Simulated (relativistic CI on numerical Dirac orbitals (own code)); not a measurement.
# Magnetism of Ho³⁺, 4f10, in a crystal field

Calculated by Dirac-Coulomb-Breit CI, orbitals from a KLI potential per configuration, QED by a radiative potential, valence Slater integrals scaled by 0.85, one configuration in a parametric crystal field (own radial code).

Field parameters in Wybourne normalisation; cubic f-shell fields have B⁴₄ = √(5/14) B⁴₀ and B⁶₄ = −√(7/2) B⁶₀. The field is a parameter set, without covalency.

S is read from ⟨S²⟩ = S(S + 1).

Powder χT (cm³ K mol⁻¹) by Van Vleck's formula, with temperature-independent terms:

```csv
Field,2 K,5 K,10 K,20 K,50 K,100 K,200 K,300 K
"C2v, B20 = 340, B22 = -230, B40 = -870, B42 = 190, B44 = 60, B60 = 520, B62 = -40, B64 = -520, B66 = -660 cm⁻¹",4.28,7.32,8.71,9.83,11.4,12.5,13.4,13.6
"C2v, B20 = -480, B22 = 270, B40 = -660, B42 = 120, B44 = -690, B60 = 0, B62 = 20, B64 = 390, B66 = 640 cm⁻¹",7.4,9.26,10.3,11.3,12.2,12.9,13.5,13.7
"D3d, B20 = -1450, B40 = -470, B43 = 160, B60 = -580, B63 = -360, B66 = -330 cm⁻¹",1.41,3.53,6.64,9.75,12,13,13.6,13.8
"D3d, B20 = -510, B40 = 520, B43 = 2000, B60 = -450, B63 = 740, B66 = -680 cm⁻¹",5.5,6.83,7.68,8.84,10.9,12.3,13.2,13.5
"Oh, B40 = 2880, B60 = 230 cm⁻¹",3.03,6.99,10,11.6,12.4,12.9,13.4,13.6
"Oh, B40 = -2690, B60 = -830 cm⁻¹",7.39,7.55,7.81,8.35,9.78,11.4,12.8,13.3
```

Question: For D3d, B20 = -510, B40 = 520, B43 = 2000, B60 = -450, B63 = 740, B66 = -680 cm⁻¹: what effective moment follows at 300 K?

Answer: μ_eff = √(8χT) = 10.41 μB. The LS value g√(J(J + 1)) of the free ion's ⁵I8 level is 10.61 μB.
